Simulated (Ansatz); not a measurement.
BBrH₃N (`NBBr`), 6 atoms. The species carries charge 0 and has multiplicity 1. Correlated methods include outer-core shells of Br, which these sets cover unevenly. Scalar relativity is left out up to krypton. All runs use 2 threads of a server CPU on a shared host. Correlated methods freeze the cores. Open-shell runs search over several starts.

Task: Give the basis size and wall time and peak host memory of each of these runs in Ansatz. UKS ωB97X-V/def2-TZVPP energy of the cation; direct RPA on PBE orbitals/def2-TZVPP energy; RKS B97M-V/def2-TZVPP energy; RHF-MP2/def2-QZVPP energy; RKS PBE0-D4/def2-SVP energy; UKS r2SCAN-D4/def2-TZVPP energy of the cation; UKS B2PLYP (frozen core)/def2-TZVPP energy of the cation; UKS PBE0-D4/def2-TZVPP energy of the cation; RHF-CCSD(T)/def2-TZVPP energy; UKS PBE-D4/def2-TZVPP energy of the cation; RKS ωB97M-V/def2-SVP energy; RKS PBE0-D4/def2-TZVP frequencies. (Estimate.)

Result: The calculation gave: Other jobs shared the machine, so times are rough.

```tsv
level	job	functions	wall time	peak host memory (GiB)
RKS PBE0-D4/def2-SVP	energy	75	0.95 s	0.14
direct RPA on PBE orbitals/def2-TZVPP	energy	152	2.6 s	0.29
RKS ωB97M-V/def2-SVP	energy	75	2.9 s	0.21
RKS B97M-V/def2-TZVPP	energy	152	4.1 s	0.22
UKS PBE0-D4/def2-TZVPP	energy of the cation	152	9.5 s	0.58
UKS PBE-D4/def2-TZVPP	energy of the cation	152	9.5 s	0.34
RHF-MP2/def2-QZVPP	energy	293	9.5 s	0.96
UKS r2SCAN-D4/def2-TZVPP	energy of the cation	152	17 s	0.39
RHF-CCSD(T)/def2-TZVPP	energy	152	18 s	1.1
UKS B2PLYP (frozen core)/def2-TZVPP	energy of the cation	152	28 s	0.56
RKS PBE0-D4/def2-TZVP	frequencies	128	47 s	0.26
UKS ωB97X-V/def2-TZVPP	energy of the cation	152	84 s	0.71
```
